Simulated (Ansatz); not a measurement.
C3H9FSi can be A, `CC(F)C[SiH3]`, or B, `C[SiH2]CCF`.

Computed with Ansatz on PBE0-D4/def2-TZVP structures; ΔE is electronic, products minus reactants. CCSD(T)/CBS adds triple-zeta CCSD(T) − MP2 to the extrapolated MP2 energy (def2 sets, frozen cores). Functionals use def2-TZVPP. Each species was taken in one conformer, which may not be the lowest.

Task: Which isomer does CCSD(T)/CBS put lower? Give the gap. (Best estimate.)

Result: The calculation gave: B, by 5.8 kcal/mol.

Task: Give E(B) − E(A) in kcal/mol with PBE0-D4, CCSD(T)/def2-SVP, BLYP-D4, MP2/def2-TZVPP, CCSD/def2-TZVPP, CCSD(T)/def2-TZVPP, B2PLYP. (Best estimate.)

Result: Computed: PBE0-D4 -6.4, CCSD(T)/def2-SVP -2.6, BLYP-D4 -6.2, MP2/def2-TZVPP -6.1, CCSD/def2-TZVPP -5.6, CCSD(T)/def2-TZVPP -5.6, B2PLYP -6.1. None reverses the order clearly.

Task: Does the order hold for the free energy at 298.15 K (harmonic terms from PBE0-D4)? (Estimate.)

Result: Ansatz gave: Yes: G(B) − G(A) = -5.4 kcal/mol, for one conformer each. Modes under 60 cm⁻¹, often nearly free rotors, make the harmonic entropy too high.

Largest T1 diagnostic: 0.011.

Leaving LDA and LC-ωPBE aside and taking each functional with its dispersion term where it has one, the values, not all of them listed here, spread over 0.8 kcal/mol, from HSE06-D4 to ωB97X-V. LDA lies +1.5 kcal/mol from PBE without D4. At CCSD(T), def2-SVP lies +3.3 kcal/mol from the extrapolated value and def2-TZVPP +0.2 kcal/mol.
